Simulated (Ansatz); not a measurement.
All values below come from frozen-core CCSD(T)/cc-pVTZ // B3LYP-D3(BJ)/def2-TZVP (Ansatz, a first-principles code).

Ansatz 0.2 input:
```yaml
crystal:
  periodic: [false, false, false]
  atoms:
    - { symbol: O, position_ang: [-2.345519, 0.426922, -0.37126] }
    - { symbol: C, position_ang: [-1.497241, -0.101767, 0.30211] }
    - { symbol: C, position_ang: [-0.232623, -0.690249, -0.231144] }
    - { symbol: Si, position_ang: [1.217074, 0.529304, -0.072542] }
    - { symbol: H, position_ang: [-1.60796, -0.151316, 1.406436] }
    - { symbol: H, position_ang: [0.035934, -1.584399, 0.338339] }
    - { symbol: H, position_ang: [-0.353738, -0.943467, -1.285812] }
    - { symbol: H, position_ang: [0.9612, 1.720331, -0.909369] }
    - { symbol: H, position_ang: [1.36723, 0.941462, 1.34212] }
    - { symbol: H, position_ang: [2.455645, -0.14682, -0.518876] }
basis:
  gaussian: { orbitals: cc-pVTZ }
correlation:
  method: ccsd_t
```

Output:

```
Functional definition: HF
1186 factors; integrals over basis functions are off by at most 1.1e-3 eV
mean field evaluation 1: about -12053.1300 eV, gradient 3.8e1 eV
mean field evaluation 2: about -12053.3570 eV, gradient 3.8e1 eV
mean field evaluation 4: about -12056.8223 eV, gradient 4.7e0 eV
mean field evaluation 8: about -12056.9168 eV, gradient 4.8e-1 eV
mean field evaluation 16: about -12056.9189 eV, gradient 1.3e-6 eV
mean field -12056.91890954 eV, -443.0835974525 hartree, gradient 1.3e-6 eV, S^2 0.000000; 0 other end points of the search recorded, 0 dependent functions left out
8 core orbitals not correlated
reference -12056.91890954 eV, -443.0835974525 hartree; 12, 12 occupied and 188, 188 virtual orbitals, 1186 factors
second order -18.78626214 eV of doubles, -0.00000000 eV of singles
cycle   1  -19.14232317 eV  change   -3.6e-1 eV  update   1.1e-1
cycle   2  -19.68283074 eV  change   -5.4e-1 eV  update   3.4e-2
cycle   3  -19.82505974 eV  change   -1.4e-1 eV  update   1.9e-2
cycle   4  -19.81219369 eV  change    1.3e-2 eV  update   4.6e-3
cycle   5  -19.81131214 eV  change    8.8e-4 eV  update   2.2e-3
cycle   6  -19.81209424 eV  change   -7.8e-4 eV  update   6.4e-4
cycle   7  -19.81183145 eV  change    2.6e-4 eV  update   2.5e-4
cycle   8  -19.81179271 eV  change    3.9e-5 eV  update   8.3e-5
cycle   9  -19.81183093 eV  change   -3.8e-5 eV  update   3.5e-5
cycle  10  -19.81183408 eV  change   -3.2e-6 eV  update   1.4e-5
perturbative correction -0.80761524 eV, -0.0296793128 hartree
Total energy: -12077.53835886 eV, -443.8413482387 hartree
```

Cost: very roughly 50 core-seconds.
